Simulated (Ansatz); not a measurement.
# Nudged elastic band run: C2H5FOSe

input.yaml

```yaml
crystal:
  periodic: [false, false, false]
  atoms:
    - { symbol: C, position_ang: [-0.762478, 0.232641, 1.252919] }
    - { symbol: O, position_ang: [-0.400704, 0.513121, -0.100549] }
    - { symbol: C, position_ang: [0.352078, -0.466008, -0.686684] }
    - { symbol: F, position_ang: [-0.396252, -1.600732, -0.957935] }
    - { symbol: Se, position_ang: [1.020229, 0.168309, -2.447599] }
    - { symbol: H, position_ang: [-1.305293, 1.118628, 1.630599] }
    - { symbol: H, position_ang: [-1.422655, -0.658159, 1.319215] }
    - { symbol: H, position_ang: [0.139548, 0.05986, 1.884824] }
    - { symbol: H, position_ang: [1.203802, -0.790197, -0.040202] }
    - { symbol: H, position_ang: [1.654826, 1.371338, -1.851688] }
basis:
  gaussian: { orbitals: def2-SVP }
hamiltonian:
  xc: pbe
neb:
  order_check: false
  images: 5
  f_tol: 0.05
  max_iterations: 60
  final_atoms:
    - { symbol: C, position_ang: [-0.79101214, 0.10232288, 1.74621967] }
    - { symbol: O, position_ang: [-0.31422225, 0.54960081, 0.28445512] }
    - { symbol: C, position_ang: [0.25275166, -0.41497118, -0.62810553] }
    - { symbol: F, position_ang: [-0.66044684, -1.37235151, -0.91643705] }
    - { symbol: Se, position_ang: [0.73438676, 0.45299216, -2.36468324] }
    - { symbol: H, position_ang: [-1.04808214, 1.04417249, -0.14217872] }
    - { symbol: H, position_ang: [-1.12247607, -0.94696707, 1.5475841] }
    - { symbol: H, position_ang: [0.21128247, 0.0306475, 2.23659477] }
    - { symbol: H, position_ang: [1.1107968, -0.84489692, -0.07239675] }
    - { symbol: H, position_ang: [1.71012274, 1.34825185, -1.68815237] }
  initial_path:
    images:
      - { positions_ang: [[-0.762478, 0.232641, 1.252919], [-0.400704, 0.513121, -0.100549], [0.352078, -0.466008, -0.686684], [-0.396252, -1.600732, -0.957935], [1.020229, 0.168309, -2.447599], [-1.305293, 1.118628, 1.630599], [-1.422655, -0.658159, 1.319215], [0.139548, 0.05986, 1.884824], [1.203802, -0.790197, -0.040202], [1.654826, 1.371338, -1.851688]] }
      - { positions_ang: [[-0.7370439, 0.18737099, 1.28760373], [-0.43481219, 0.52214327, -0.06135255], [0.30490388, -0.46053432, -0.67965147], [-0.42436717, -1.58098405, -0.94562858], [0.96957787, 0.20069133, -2.4197619], [-1.25575, 1.1399936, 1.38577738], [-1.37176858, -0.71050108, 1.34489368], [0.17844939, 0.06620189, 1.89346669], [1.18514201, -0.77705983, -0.03724477], [1.6687697, 1.36147919, -1.7652022]] }
      - { positions_ang: [[-0.7116098, 0.14210098, 1.32228845], [-0.46892037, 0.53116554, -0.02215609], [0.25772975, -0.45506064, -0.67261894], [-0.45248235, -1.5612361, -0.93332215], [0.91892675, 0.23307367, -2.39192481], [-1.20620701, 1.16135921, 1.14095576], [-1.32088217, -0.76284315, 1.37057236], [0.21735077, 0.07254378, 1.90210937], [1.16648202, -0.76392266, -0.03428755], [1.6827134, 1.35162037, -1.6787164]] }
      - { positions_ang: [[-0.68617569, 0.09683098, 1.35697318], [-0.50302856, 0.54018781, 0.01704036], [0.21055563, -0.44958697, -0.66558641], [-0.48059752, -1.54148814, -0.92101573], [0.86827562, 0.265456, -2.36408771], [-1.15666401, 1.18272481, 0.89613413], [-1.26999575, -0.81518523, 1.39625104], [0.25625216, 0.07888567, 1.91075206], [1.14782203, -0.75078549, -0.03133032], [1.6966571, 1.34176156, -1.59223061]] }
      - { positions_ang: [[-0.72112118, 0.09866161, 1.48672201], [-0.44009312, 0.54332548, 0.10617862], [0.22462097, -0.43804837, -0.65309278], [-0.54054729, -1.48510927, -0.9194895], [0.823646, 0.32796805, -2.36428622], [-1.12047005, 1.1365407, 0.55002985], [-1.22082252, -0.85911251, 1.44669539], [0.24126226, 0.06280628, 2.01936629], [1.13548029, -0.78215597, -0.04501913], [1.70114564, 1.34392499, -1.62420453]] }
      - { positions_ang: [[-0.75606666, 0.10049224, 1.61647084], [-0.37715769, 0.54646315, 0.19531687], [0.23868632, -0.42650978, -0.64059916], [-0.60049707, -1.42873039, -0.91796328], [0.77901638, 0.39048011, -2.36448473], [-1.0842761, 1.09035659, 0.20392557], [-1.17164929, -0.90303979, 1.49713975], [0.22627237, 0.04672689, 2.12798053], [1.12313854, -0.81352645, -0.05870794], [1.70563419, 1.34608842, -1.65617845]] }
      - { positions_ang: [[-0.79101214, 0.10232288, 1.74621967], [-0.31422225, 0.54960081, 0.28445512], [0.25275166, -0.41497118, -0.62810553], [-0.66044684, -1.37235151, -0.91643705], [0.73438676, 0.45299216, -2.36468324], [-1.04808214, 1.04417249, -0.14217872], [-1.12247607, -0.94696707, 1.5475841], [0.21128247, 0.0306475, 2.23659477], [1.1107968, -0.84489692, -0.07239675], [1.71012274, 1.34825185, -1.68815237]] }
```

Run as:

```bash
$ ansatz run input.yaml --threads 2 --pin off --max-ram 3072MiB --backend cpu --events-out ev --progress --plain --runs-dir out
```

Output, in part (warnings, iteration lines, the closing report on the highest movable image, with atoms numbered from 0):

```
NEB end point (image 0): max|allowed force component| = 1.175e-2 eV/Å (the criterion of neb.relax_end_points is 1.000e-2)
NEB end point (image 6): max|allowed force component| = 1.376e-2 eV/Å (the criterion of neb.relax_end_points is 1.000e-2)
NEB iter   1: max|band force component| = 5.231e0 eV/Å  barrier→ = 4.6893 eV  barrier← = 0.8275 eV  Δτ_max = 0.1960 Å  (205 SCF iters)
NEB iter   2: max|band force component| = 2.435e0 eV/Å  barrier→ = 4.2496 eV  barrier← = 0.3878 eV  Δτ_max = 0.1966 Å  (163 SCF iters)
NEB iter   3: max|band force component| = 1.791e0 eV/Å  barrier→ = 4.1009 eV  barrier← = 0.2392 eV  Δτ_max = 0.1756 Å  (156 SCF iters)
NEB iter   4: max|band force component| = 1.011e0 eV/Å  barrier→ = 4.0332 eV  barrier← = 0.1714 eV  Δτ_max = 0.1391 Å  (160 SCF iters)
NEB iter   5: max|band force component| = 6.253e-1 eV/Å  barrier→ = 3.9710 eV  barrier← = 0.1092 eV  Δτ_max = 0.1941 Å  (149 SCF iters)
NEB iter   6: max|band force component| = 1.031e0 eV/Å  barrier→ = 4.0648 eV  barrier← = 0.2031 eV  Δτ_max = 0.0999 Å  (152 SCF iters)
NEB iter   7: max|band force component| = 3.227e-1 eV/Å  barrier→ = 3.9140 eV  barrier← = 0.0522 eV  CI = image 5  Δτ_max = 0.1873 Å  (150 SCF iters)
NEB iter   8: max|band force component| = 8.352e-1 eV/Å  barrier→ = 4.0119 eV  barrier← = 0.1501 eV  CI = image 5  Δτ_max = 0.0890 Å  (158 SCF iters)
NEB iter   9: max|band force component| = 8.554e-1 eV/Å  barrier→ = 4.0253 eV  barrier← = 0.1636 eV  CI = image 5  Δτ_max = 0.0448 Å  (149 SCF iters)
NEB iter  10: max|band force component| = 5.255e-1 eV/Å  barrier→ = 4.0286 eV  barrier← = 0.1668 eV  CI = image 5  Δτ_max = 0.0447 Å  (149 SCF iters)
NEB iter  11: max|band force component| = 1.942e-1 eV/Å  barrier→ = 4.0234 eV  barrier← = 0.1616 eV  CI = image 5  Δτ_max = 0.0672 Å  (153 SCF iters)
NEB iter  12: max|band force component| = 1.346e-1 eV/Å  barrier→ = 4.0105 eV  barrier← = 0.1487 eV  CI = image 5  Δτ_max = 0.0896 Å  (144 SCF iters)
NEB iter  13: max|band force component| = 1.979e-1 eV/Å  barrier→ = 4.0101 eV  barrier← = 0.1483 eV  CI = image 5  Δτ_max = 0.0447 Å  (148 SCF iters)
NEB iter  14: max|band force component| = 1.143e-1 eV/Å  barrier→ = 4.0060 eV  barrier← = 0.1442 eV  CI = image 5  Δτ_max = 0.0446 Å  (148 SCF iters)
NEB iter  15: max|band force component| = 1.829e-1 eV/Å  barrier→ = 4.0034 eV  barrier← = 0.1416 eV  CI = image 5  Δτ_max = 0.0223 Å  (148 SCF iters)
NEB iter  16: max|band force component| = 7.024e-2 eV/Å  barrier→ = 4.0020 eV  barrier← = 0.1402 eV  CI = image 5  Δτ_max = 0.0223 Å  (151 SCF iters)
NEB iter  17: max|band force component| = 4.632e-2 eV/Å  barrier→ = 4.0010 eV  barrier← = 0.1392 eV  CI = image 5  Δτ_max = 0.0000 Å  (293 SCF iters)
Total energy: -72233.77597252 eV, -2654.5423051782 hartree
Atom 0 at    -0.931544     0.066666     1.717276 Å, force    -0.022059     0.012694     0.020488 eV/Å
Atom 1 at    -0.149647     0.597270     0.231153 Å, force     0.033179     0.010012     0.017813 eV/Å
Atom 2 at     0.267420    -0.380378    -0.692905 Å, force     0.005420     0.040563    -0.047262 eV/Å
Atom 3 at    -0.739640    -1.250593    -0.975567 Å, force    -0.017660    -0.023153     0.007404 eV/Å
Atom 4 at     0.787162     0.439668    -2.434822 Å, force    -0.000293    -0.007108     0.043641 eV/Å
Atom 5 at    -1.122716     0.884160     0.194940 Å, force    -0.004260    -0.022324    -0.022508 eV/Å
Atom 6 at    -0.899153    -1.039658     1.548127 Å, force     0.006263    -0.003396    -0.003074 eV/Å
Atom 7 at    -0.094953     0.293905     2.422999 Å, force     0.004244     0.001305    -0.004247 eV/Å
Atom 8 at     1.111763    -0.916666    -0.209320 Å, force    -0.003515    -0.013018    -0.008122 eV/Å
Atom 9 at     1.854408     1.254429    -1.798981 Å, force    -0.001318     0.004425    -0.004132 eV/Å
Dipole moment:     0.512264     0.002073    -0.304561 e Å
```

It converged. Neighbouring images differ by up to 2.2 eV, so the band resolves the path poorly. A vibrational analysis at the climbing image gives one clearly imaginary mode, 765i cm⁻¹: a first-order saddle point. The orbitals stay closed-shell, which can raise the energy where a bond breaks towards radicals; this wasn't checked here.

Final band (atoms are numbered from 1 in the order of the input):

| image | path coordinate (Å) | energy (kcal/mol) | C1–H6 (Å) | O2–H6 (Å) |
| --- | --- | --- | --- | --- |
| 0 | 0.00 | 0.0 | 1.11 | 2.04 |
| 1 | 0.61 | 0.4 | 1.11 | 2.05 |
| 2 | 1.23 | 1.8 | 1.11 | 2.05 |
| 3 | 1.84 | 6.8 | 1.10 | 1.94 |
| 4 | 2.45 | 57.2 | 1.20 | 1.45 |
| 5 | 3.07 | 92.3 | 1.74 | 1.02 |
| 6 | 3.81 | 89.1 | 2.13 | 0.98 |

Time of the run: 3.3 min on 2 threads of Arm Neoverse V1, with other jobs on the host, peak memory 0.15 GiB.
